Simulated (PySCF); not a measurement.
HBr.
Structure used (PBE0-D3(BJ)/def2-TZVP), in Å, numbered top down from 1:
```
atom  x, y, z in Å
Br1   -0.647   -0.284    0.042
H2     0.664    0.255   -0.054
```

Level of theory: PySCF, PBE0-D3(BJ)/def2-TZVP geometry optimisation, gas phase.

Take the most abundant isotopes and a rigid rotor. 

Question: What are the moment of inertia and the rotational constant?

Answer: I = 2.008 u·Å², B = 505379 MHz·u·Å²/I = 251676 MHz (8.3950 cm⁻¹, or 12.079 K as hB/k). For two atoms I = μr² with μ = 0.9951 u and r = 1.4205 Å.

Question: List the first levels of a rigid rotor in a Σ state.

Answer: E(J) = BJ(J+1): J = 1: 16.790, J = 2: 50.370, J = 3: 100.740, J = 4: 167.900, J = 5: 251.850, J = 6: 352.590 cm⁻¹.

Question: Where do the first rotational lines fall?

Answer: The dipole is 0.95 D; J+1 ← J lies at 2B(J+1): 1 ← 0 at 503.35 GHz, 2 ← 1 at 1006.70 GHz, 3 ← 2 at 1510.06 GHz, 4 ← 3 at 2013.41 GHz, 5 ← 4 at 2516.76 GHz, 6 ← 5 at 3020.11 GHz.

Question: Estimate the classical rotational partition function at 100 K, 200 K and 298.15 K.

Answer: Point group C∞v, symmetry number σ = 1; q = kT/(σhB), k/h = 20836.6 MHz/K: 8.3 at 100 K, 16.6 at 200 K, 24.7 at 298.15 K.

Stationary, but not proved a minimum. Constants of a rigid frame at the computed geometry: no zero-point averaging, no centrifugal distortion.

Time: 4.4 s of wall time; peak memory 0.29 GiB. Hardware: one thread, Intel Xeon at 2.30 GHz (x86_64), shared host with 24 logical CPUs at a one-minute load of 14. These figures are those of the optimisation.
